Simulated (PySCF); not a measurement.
Numbering as in the mapped SMILES `[CH2:1]=[CH:2][CH2:3][BH:4][CH:5]1[CH2:6][CH2:7]1`. Hydrogens are named by the atom that carries them. Ha(C6), Ha(C7) are cis to B4 on the ring; Ha(C1) is cis to C3; Hb(C6), Hb(C7) are trans to B4 on the ring; Hb(C1) is trans to C3.

PySCF calculation with geometry: PBE0-D3(BJ)/def2-SVP and σ from GIAO-PBE0/pcSseg-1; non-relativistic, single conformer, one averaged value for each set of equivalent atoms, in vacuum.

Shifts are taken against calculated references (same method and geometry level): $^{13}$C (σ = 184.41 ppm), $^{1}$H (σ = 31.27 ppm) against TMS; $^{11}$B (σ = 100.73 ppm) vs BF3·OEt2.

```csv
atoms,nucleus,count,δ (ppm)
B4,$^{11}$B,1,84.0
H(C5),$^{1}$H,1,0.83
H(B4),$^{1}$H,1,6.13
H(C3),$^{1}$H,2,?
Hb(C1),$^{1}$H,1,?
Ha(C6)/Ha(C7),$^{1}$H,2,0.89
Hb(C6)/Hb(C7),$^{1}$H,2,1.06
C1,$^{13}$C,1,?
C6/C7,$^{13}$C,2,11.2
Ha(C1),$^{1}$H,1,5.20
C3,$^{13}$C,1,?
H(C2),$^{1}$H,1,6.39
C5,$^{13}$C,1,12.9
C2,$^{13}$C,1,147.6
```

Q: Fill in the missing shifts.

A: 
- C1: 120.5 ppm, terminal =CH2 carbon; as expected for a trigonal carbon in a double bond
- C3: 39.6 ppm, allylic sp3 CH2 bonded to B
- Hb(C1): 5.26 ppm, hydrogen on a terminal =CH2 carbon; a vinylic proton, deshielded by the sp2 carbon and the C=C anisotropy
- H(C3): 2.38 ppm, hydrogen on an allylic sp3 CH2 bonded to B; allylic position

Hydrogens on boron are broadened and split by $^{11}$B (spin 3/2, 80 %) and 10B (spin 3). A carbon bonded to boron is broadened by the quadrupolar boron nucleus and is often missing from a measured spectrum. Shifts are as computed. Against solution values, carbons near 30 ppm lie about +2 ppm off and those near 130 ppm about +5 ppm. Of 1309 compounds with measured shifts, 239 miss one by over three times the rms of a fit or turn the order of signals round; such compounds aren't used in these exercises.
